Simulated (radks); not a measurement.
The numbers below are computed, except where a source is named.
A nucleus of charge 6.8 with 6 electrons, 6 electrons, occupied as [He] 2s2 2p2.

Code: a radial shooting solver on a logarithmic mesh with Libxc functionals. Model: non-relativistic Kohn-Sham, LDA (Slater exchange, Perdew-Wang correlation), spin-unpolarised, spherical densities, point nucleus.

Energy parts (hartree):
part                      energy
total                  -50.05854
kinetic                 49.79987
electron-nucleus      -115.58726
Hartree                 21.27833
exchange-correlation    -5.54947

Orbitals (lengths in bohr, moments of r in powers of bohr; <r^-3> diverges for s and p1/2; r(90%) holds 90 % of the orbital's charge):
| orbital | occ. | eigenvalue (hartree) | r(90%) | <r^-3> | <1/r> |
|---|---|---|---|---|---|
| 1s | 2 | -13.61520 | 0.428 | - | 6.395 |
| 2s | 2 | -1.02607 | 2.07 | - | 1.111 |
| 2p | 2 | -0.63064 | 2.29 | 3.384 | 0.9935 |

The highest occupied level is 2p at -17.161 eV. The density falls to 0.001 e/bohr^3 at r = 3.14 bohr.
